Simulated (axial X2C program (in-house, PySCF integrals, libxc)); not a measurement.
# Which molecule has these constants?

Calculated with an axial X2C code built on PySCF integrals, spin-free (one-electron X2C) or two-component (2c: spin–orbit coupling with atomic mean-field Coulomb and Gaunt terms, which also bring small scalar terms), in Dyall basis sets with cores contracted in-house; open shells are unrestricted.

A two-component PBE0 calculation in a Dyall 3-zeta basis gave Re = 2.200 Å, ωe = 475.2 cm⁻¹, dipole magnitude 2.76 D, Ω = 3/2.

Question: Which molecule is it?
A. InC
B. BC
C. AlC
D. GaC

Answer: A. The others have AlC 1.972 Å and 638.5 cm⁻¹ (Ω = 3/2); GaC 1.995 Å and 542.2 cm⁻¹ (Ω = 3/2); BC 1.478 Å and 1210.7 cm⁻¹ (Ω = 3/2).

Each entry is the lowest single determinant of a limited PBE0 search at one distance. De goes to single-determinant-based atoms at the same level (for ions the charge split of lowest energy) and is withheld (n/a) where an atom does not fit its ground term or J level. Main or longest-lived isotopes. One determinant is a doubtful description, or other states lie close, for InC, AlC, GaC, BC; these need not be ground states, and all values refer to the states named. With several unpaired electrons the Ω given is that of one determinant, not necessarily of the lowest component. Some light 2c atoms are not at their ground J level, so De misses part of their lowering (0.04 eV or less). The functionals have no current term, which raises determinants with orbital currents.
